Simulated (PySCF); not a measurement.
H4P, SMILES [PH4+], charge +1. Atoms are numbered in the order given.

```xyz
5

P      0.0000     0.0000     0.0000
H      0.8064    -0.8064    -0.8064
H     -0.8064    -0.8064     0.8064
H     -0.8064     0.8064    -0.8064
H      0.8064     0.8064     0.8064
```
Charge +1, spin multiplicity 1.

Geometry: TPSSh-D3(BJ)/def2-TZVPD. The isomer is the one that the SMILES or the coordinates give; other isomers of the formula were not compared.

Two levels are set side by side: PBE/pcSseg-2 (PySCF) and B3LYP/pcSseg-2 (PySCF). GIAO shifts against PH3 (³¹P), TMS (¹H) at the same level; non-relativistic, no solvent, atoms listed together averaged. Differences are taken from unrounded values.

| quantity | PBE |
|---|---|
| δ(³¹P) of P1 (ppm) | 144.8 |
| δ(¹H) of H2, H3, H4, H5 (ppm) | 6.04 |

Q: These are the PBE values. What does B3LYP give? (The exact figures need the calculation; the answer reports its results.)

A: 
```json
[
 {"quantity": "δ(³¹P) of P1 (ppm)", "B3LYP": "138.3", "PBE minus B3LYP": "6.5"},
 {"quantity": "δ(¹H) of H2, H3, H4, H5 (ppm)", "B3LYP": "6.08", "PBE minus B3LYP": "-0.04"}
]
```

Rough cost on one machine, each run with all the roots and properties that it gave: B3LYP against PBE within a factor of 2.
